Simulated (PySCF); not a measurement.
[HgI2]-: breathing scan

All numbers come from UPBE in PySCF with Hg def2-SVPD with ECP60, I def2-SVPD with ECP28; scalar-relativistic core potentials, no spin–orbit coupling; density-fitted integrals.

Rigid scan from the doublet minimum (Hg–I 3.042 Å (×2); I–Hg–I 180.0°). Coordinate: all bonds to the central atom scaled together. Energies in kJ/mol from the minimum.

(1) Predict the curve at 0.88, 0.92, 0.96, 1.00, 1.04, 1.08, 1.14, 1.22, 1.35.

Results:

(1) 
```tsv
scale of all bonds to the centre	E (kJ/mol)	⟨S²⟩
0.88	55.6	0.75
0.92	20.5	0.75
0.96	4.2	0.75
1.00	0.0	0.75
1.04	3.2	0.75
1.08	10.4	0.75
1.14	24.5	0.75
1.22	42.8	0.75
1.35	63.1	0.75
```

Spin–orbit coupling, left out here, can matter for elements this heavy.

The scan took of the order of 90 core-seconds on a shared host.
